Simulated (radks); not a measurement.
Spherical quantum dot in the effective-mass picture: electrons in a parabolic well V = omega^2 r^2 / 2 with omega = 0.397, with a point charge +1 (a donor) at the centre, all in effective atomic units (hartree* = m*/eps^2 hartree, bohr* = eps/m* bohr), one dielectric constant everywhere. Calculated with a radial shooting solver with Libxc functionals: non-relativistic Kohn-Sham, PBEsol, spin-polarised, spherical densities. Levels are named by radial order and angular momentum (1s, 1p, 1d, 2s, ...), and open shells are averaged over m. Results are scaled to m* = 0.042 and eps = 8.2, for which hartree* = 17 meV and bohr* = 10.33 nm. Each electron was tried in the lowest free levels, single moves between levels near the top were tried too, and the lowest total energy was kept; such a search can miss a lower state. At N = 1 the Hartree and exchange-correlation terms need not cancel, so that row can carry a self-interaction error.

N,open shells,2S,E (meV),mu = E(N) - E(N-1) (meV),addition energy mu(N+1) - mu(N) (meV),e(HOMO) (meV),rms radius (nm)
1,"1s(up 1, down 0)",1,-5.32064,-5.3206,11.51,-0.59510,13.79
2,none,0,0.869992,6.1906,16.04,9.9452,16.13
3,"1p(up 1, down 0)",1,23.0984,22.228,4.998,24.686,20.71
4,"1p(up 2, down 0)",2,50.3249,27.226,5.041,29.764,23.27
5,"1p(up 3, down 0)",3,82.5924,32.268,6.305,34.747,25.14
6,"1p(up 3, down 1)",2,121.165,38.572,4.309,40.699,26.78
7,"1p(up 3, down 2)",1,164.046,42.881,4.359,45.067,28.17
8,none,0,211.286,47.240,6.694,49.402,29.39
9,"2s(up 1, down 0)",1,265.220,53.934,4.644,55.944,30.81
10,none,0,323.798,58.578,5.006,60.572,32.07
11,"1d(up 1, down 0)",1,387.383,63.585,3.685,65.433,33.22
12,"1d(up 2, down 0)",2,454.653,67.270,3.643,69.099,34.25
13,"1d(up 3, down 0)",3,525.565,70.912,3.595,72.718,35.20
14,"1d(up 4, down 0)",4,600.073,74.508,3.545,76.289,36.09
15,"1d(up 5, down 0)",5,678.126,78.053,4.335,79.809,36.91
16,"1d(up 5, down 1)",4,760.513,82.388,3.341,84.061,37.71
17,"1d(up 5, down 2)",3,846.241,85.728,3.317,87.391,38.47
18,"1d(up 5, down 3)",2,935.286,89.045,3.286,90.693,39.19
19,"1d(up 5, down 4)",1,1027.62,92.331,3.253,93.963,39.88
20,none,0,1123.20,95.584,6.423,97.198,40.54
21,"1f(up 1, down 0)",1,1225.21,102.01,3.042,103.53,41.26
22,"1f(up 2, down 0)",2,1330.26,105.05,3.020,106.56,41.95
23,"1f(up 3, down 0)",3,1438.33,108.07,2.996,109.57,42.61
24,"1f(up 4, down 0)",4,1549.39,111.06,2.971,112.55,43.24
25,"1f(up 5, down 0)",5,1663.43,114.04,2.946,115.51,43.85
26,"1f(up 6, down 0)",6,1780.41,116.98,2.921,118.45,44.43
27,"1f(up 7, down 0)",7,1900.31,119.90,3.611,121.36,45.00
28,"1f(up 7, down 1)",6,2023.83,123.51,2.816,124.93,45.55
29,"1f(up 7, down 2)",5,2150.16,126.33,-,127.73,46.09

All shells are closed at N = 2, 8, 10, 20 (there: 1s2 1p6 1d10 2s2); the second difference of the energy has clear peaks (12 % above both neighbours; the first and last values, which can be the largest, are not judged, and half-filled shells can peak too) at N = 2, 5, 8, 15, 20, 27.
